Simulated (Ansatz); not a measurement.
Cost and result for the atomization energy of CH₉BSi₂, SMILES `B[SiH2]C[SiH3]` (13 atoms, 12 bonds).

```xyz
13

B     2.555   -0.986    0.151
Si    0.909   -0.039   -0.505
C    -0.623   -0.204    0.570
Si   -2.093    0.787   -0.027
H     3.516   -1.062   -0.558
H     2.643   -1.463    1.246
H     0.587   -0.486   -1.893
H     1.287    1.406   -0.603
H    -0.905   -1.261    0.625
H    -0.373    0.110    1.590
H    -2.471    0.369   -1.404
H    -1.758    2.236   -0.052
H    -3.274    0.594    0.860
```

Charge 0, multiplicity 1. Geometry: relaxed with PBE0-D4/def2-TZVP. It is one conformer, not always the lowest. Program: Ansatz. All runs use 4 threads of an Arm Neoverse V1 on a shared host. Times are those of one run each, without the atoms' runs, and a repeat can differ threefold. Electronic energies, without spin–orbit coupling; frozen cores. CCSD(T)/CBS adds CCSD(T) − MP2 in def2-TZVPP to the MP2 limit, and its time is that of the two runs behind it. T1 = 0.011. B3LYP takes the VWN-RPA correlation (the form of Gaussian; ORCA's B3LYP/G).

CCSD(T)/CBS is a level of theory with its own doubt, some kJ/mol a heavy atom from the limit and from the frozen cores, so smaller differences don't rank the functionals.

```csv
level,functions,wall time,atomization (kJ/mol),difference from CCSD(T)/CBS,per bond
PBE-D4/def2-TZVPP (with forces),272,2.6 s,4180.6,-14.1,-1.2
PBE0-D4/def2-TZVPP,272,2.9 s,4176.4,-18.3,-1.5
B3LYP-D4/def2-TZVPP (with forces),272,4.7 s,4207.0,12.3,1.0
r2SCAN-D4/def2-TZVPP (with forces),272,4.8 s,4206.4,11.7,1.0
B2PLYP/def2-TZVPP,272,5.5 s,4150.4,-44.3,-3.7
ωB97X-V/def2-TZVPP,272,8.5 s,4227.7,33.0,2.8
ωB97M-V/def2-TZVPP (with forces),272,12 s,4209.4,14.7,1.2
MP2/def2-QZVPP,524,23 s,4144.1,-50.6,-4.2
CCSD(T)/def2-TZVPP,272,100 s,4104.4,-90.3,-7.5
CCSD(T)/CBS(def2),–,2.1 min,4194.7,0.0,0.0
```

In def2-TZVPP, CCSD(T) changes the Hartree–Fock value by +830.2 kJ/mol (the triples alone add +33.4 kJ/mol) and MP2 by +816.4 kJ/mol; breaking electron pairs costs correlation energy, which Hartree–Fock lacks. The D4 term adds +42.0 kJ/mol with B3LYP and +22.2 kJ/mol with PBE0; it sums over pairs of atoms, weighted by their polarisabilities, and B3LYP, whose exchange is more repulsive, gets the larger term.
